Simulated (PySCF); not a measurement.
SMILES C[SiH2][SiH2]B(O)O (CH9BO2Si2) (GFN2-xTB optimised geometry):

```
15

C      1.801    -2.314    -0.123
Si     1.127    -0.540     0.000
Si    -1.193    -0.540     0.000
B     -2.035     1.239     0.000
O     -1.722     2.066    -1.021
O     -2.886     1.740     0.942
H      1.494    -2.784    -1.052
H      1.429    -2.929     0.691
H      2.886    -2.338    -0.084
H      1.705     0.049     1.223
H      1.722     0.226    -1.106
H     -1.661    -1.329     1.170
H     -1.664    -1.377    -1.120
H     -2.143     2.929    -0.990
H     -3.129     1.170     1.669
```

Level of theory: PBE/def2-TZVP in PySCF.

Question: What are the frontier orbital energies and the dipole moment?

Answer: HOMO-2 -7.69 eV, HOMO-1 -7.35 eV, HOMO -6.67 eV, LUMO -1.26 eV, LUMO+1 -0.50 eV; dipole moment 1.36 D.

Meta-Löwdin charges at PBE/def2-TZVP: C1 -0.58, Si2 0.36, Si3 0.14, B4 0.23, O5 -0.48, O6 -0.49, H7 0.13, H8 0.13, H9 0.14, H10 -0.08, H11 -0.08, H12 -0.08, H13 -0.05, H14 0.35, H15 0.36.
